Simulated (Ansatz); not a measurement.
Ansatz (a quantum-chemistry and plane-wave program) input (PBE0/def2-QZVPP):
A basis named .json is the Basis Set Exchange file of that set.

Ansatz 0.2 input:
```yaml
crystal:
  periodic: [false, false, false]
  atoms:
    - {symbol: B, position_ang: [0.10913323, 0.00036412, -0.00122332]}
    - {symbol: C, position_ang: [1.56102088, 0.00520833, -0.01749817]}
    - {symbol: O, position_ang: [-0.71496782, 0.75706920, -0.92824824]}
    - {symbol: O, position_ang: [-0.68891359, -0.76175324, 0.94398497]}
    - {symbol: H, position_ang: [2.15667595, -0.65449753, 0.60977844]}
    - {symbol: H, position_ang: [2.13805050, 0.66882683, -0.65791993]}
    - {symbol: H, position_ang: [-1.49660770, 1.06251640, -0.45727815]}
    - {symbol: H, position_ang: [-1.47885889, -1.07244401, 0.49063147]}
basis:
  gaussian:
    orbitals: def2-QZVPP.json
hamiltonian:
  xc: {name: PBE0}
total_charge: -1
```

End of the output:

```
integrals: 0.23 GiB planned
980 factors; their error is unknown
mean field: 2.38 GiB planned
mean field evaluation 1: about -5863.8843 eV, gradient 5.6e1 eV
mean field evaluation 2: about -5834.6586 eV, gradient 9.0e1 eV
mean field evaluation 4: about -5870.6995 eV, gradient 1.0e1 eV
mean field evaluation 8: about -5870.9697 eV, gradient 7.3e-2 eV
mean field evaluation 16: about -5870.9741 eV, gradient 5.4e-5 eV
mean field -5870.97410484 eV, -215.7543188635 hartree, gradient 8.8e-6 eV, S^2 0.000000; 0 other end points of the search recorded, 0 dependent functions left out
reference -5870.97414011 eV, -215.7543201598 hartree; 16, 16 occupied and 332, 332 virtual orbitals, 980 factors
Total energy: -5870.97414011 eV, -215.7543201598 hartree
```

It need not be the lowest isomer of its formula. Whether it binds its extra electron was not tested at this geometry.
